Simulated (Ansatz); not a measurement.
Level of theory: frozen-core CCSD(T)/cc-pVTZ // CAM-B3LYP-D3(BJ)/def2-TZVP run with Ansatz (a quantum-chemistry and plane-wave program).

Ansatz 0.2 input:
```yaml
crystal:
  periodic: [false, false, false]
  atoms:
    - { symbol: B, position_ang: [-1.06452, 1.434643, -0.416248] }
    - { symbol: C, position_ang: [-0.736684, 0.056503, 0.204555] }
    - { symbol: C, position_ang: [-1.002403, -1.164244, -0.676335] }
    - { symbol: C, position_ang: [0.581541, -0.031366, 0.979541] }
    - { symbol: C, position_ang: [1.812649, 0.050747, 0.087583] }
    - { symbol: H, position_ang: [-0.583989, 2.431997, 0.032226] }
    - { symbol: H, position_ang: [-1.877888, 1.533832, -1.284934] }
    - { symbol: H, position_ang: [-1.549443, 0.084811, 0.965124] }
    - { symbol: H, position_ang: [-2.000231, -1.124903, -1.112759] }
    - { symbol: H, position_ang: [-0.291853, -1.221368, -1.501614] }
    - { symbol: H, position_ang: [-0.917214, -2.092716, -0.107522] }
    - { symbol: H, position_ang: [0.611665, -0.964621, 1.550026] }
    - { symbol: H, position_ang: [0.617137, 0.7798, 1.710011] }
    - { symbol: H, position_ang: [1.822584, 0.98557, -0.477846] }
    - { symbol: H, position_ang: [2.729502, 0.012314, 0.676374] }
    - { symbol: H, position_ang: [1.849148, -0.770996, -0.628182] }
basis:
  gaussian: { orbitals: cc-pVTZ }
correlation:
  method: ccsd_t
```

Output:

```
Functional definition: HF
1694 factors; integrals over basis functions are off by at most 9.5e-4 eV
mean field evaluation 1: about -4964.5187 eV, gradient 3.8e1 eV
mean field evaluation 2: about -4964.7378 eV, gradient 3.8e1 eV
mean field evaluation 4: about -4968.7814 eV, gradient 4.4e0 eV
mean field evaluation 8: about -4968.8480 eV, gradient 2.0e-1 eV
mean field evaluation 16: about -4964.5180 eV, gradient 3.8e1 eV
mean field -4968.84816058 eV, -182.6018018950 hartree, gradient 2.4e-6 eV, S^2 0.000000; 0 other end points of the search recorded, 0 dependent functions left out
5 core orbitals not correlated
reference -4968.84816058 eV, -182.6018018950 hartree; 15, 15 occupied and 284, 284 virtual orbitals, 1694 factors
second order -22.14533808 eV of doubles, -0.00000000 eV of singles
cycle   1  -23.17874322 eV  change    -1.0e0 eV  update   9.0e-2
cycle   2  -23.74951659 eV  change   -5.7e-1 eV  update   2.5e-2
cycle   3  -23.82009751 eV  change   -7.1e-2 eV  update   9.3e-3
cycle   4  -23.81667174 eV  change    3.4e-3 eV  update   2.3e-3
cycle   5  -23.81695434 eV  change   -2.8e-4 eV  update   9.9e-4
cycle   6  -23.81692135 eV  change    3.3e-5 eV  update   3.5e-4
cycle   7  -23.81682579 eV  change    9.6e-5 eV  update   1.4e-4
cycle   8  -23.81683080 eV  change   -5.0e-6 eV  update   4.8e-5
cycle   9  -23.81682771 eV  change    3.1e-6 eV  update   1.7e-5
perturbative correction -0.90234785 eV, -0.0331606719 hartree
Total energy: -4993.56733614 eV, -183.5102148417 hartree
```

Cost: about 30 core-minutes (a rough figure).
